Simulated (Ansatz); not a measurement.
Consider the cleavage of the Ge–Ge bond: `[GeH3][GeH2][GeH2][GeH2][GeH3]` + `NCS` → `NC[S][GeH3]` + `[GeH3][GeH2][GeH2][GeH3]`.

Isolated molecules relaxed with PBE0-D4/def2-TZVP in Ansatz; ΔE leaves out vibrations. CCSD(T)/CBS is the MP2 limit (def2-TZVPP, def2-QZVPP) plus CCSD(T) − MP2 in def2-TZVPP, frozen cores. For Ge outer-core shells are correlated without core-valence functions, which leaves a few kJ/mol of doubt a bond. Scalar relativity is left out up to krypton. Each species was taken in one conformer, which may not be the lowest.

```csv
species,CCSD(T)/CBS(def2) energy (Eh)
`[GeH3][GeH2][GeH2][GeH2][GeH3]`,-10387.80150
`NCS`,-493.52417
`NC[S][GeH3]`,-2570.85731
`[GeH3][GeH2][GeH2][GeH3]`,-8310.47331
```

Q: Work out ΔE.

A: ΔE = (-2570.85731) + (-8310.47331) − (-10387.80150) − (-493.52417) = -0.00495 Eh = -13.0 kJ/mol.

Largest T1 diagnostic among the species: 0.012.

In def2-TZVPP, CCSD(T) changes the Hartree–Fock value by +12.4 kJ/mol (the triples alone add −0.2 kJ/mol) and MP2 by +10.1 kJ/mol. Leaving LDA and LC-ωPBE aside and taking each functional with its dispersion term where it has one, the values, not all of them listed here, spread over 14.4 kJ/mol, from B97M-V to PBE-D4. From BLYP to BHLYP (50 % exact exchange), in def2-TZVPP and without D4, ΔE moves by −4.0 kJ/mol.
